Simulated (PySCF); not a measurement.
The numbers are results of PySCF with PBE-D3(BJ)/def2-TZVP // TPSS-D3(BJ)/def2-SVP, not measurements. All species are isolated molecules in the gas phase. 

Reference species: [Nb(=O)(F)3] (neutral, multiplicity 1).

```yaml
coordination_number: 4
HOMO: -8.91 eV
```

Changed species: [Nb(=O)(H)3] (X = H; the reference has X = F).

**Question.** Predict the effect on the coordination number and HOMO.

**Answer.** the coordination number stays essentially unchanged; the HOMO rises by 1.13 eV, to -7.78 eV.
